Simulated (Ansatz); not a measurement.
Sb4, SMILES [Sb]12[Sb]3[Sb]1[Sb]23 (connectivity only; charge and spin as stated), charge +1, multiplicity 2.

Geometry: PBE0-D3(BJ)/def2-SVP. The spin state was assumed, not searched. The def2 effective core potentials stand for the cores of Sb; spin–orbit coupling is left out.

Two levels are set side by side: PBE/def2-SVPD (Ansatz, a quantum-chemistry and plane-wave program) and PBE0/def2-SVPD (Ansatz). Energy differences of separate SCF runs at the same geometry; the states with an electron removed or added have multiplicity 1 and 1. Differences are taken from unrounded values.

```json
[
 {"quantity": "vertical ionisation energy (eV)", "PBE0": "12.54"},
 {"quantity": "vertical electron affinity (eV)", "PBE0": "7.27"}
]
```

Problem. What does PBE give, and how far is it from PBE0? (The exact figures need the calculation; the answer reports its results.)

Solution. 
```tsv
quantity	PBE	PBE minus PBE0
vertical ionisation energy (eV)	12.39	-0.15
vertical electron affinity (eV)	7.18	-0.09
```

Here PBE gives about what the other level gives.
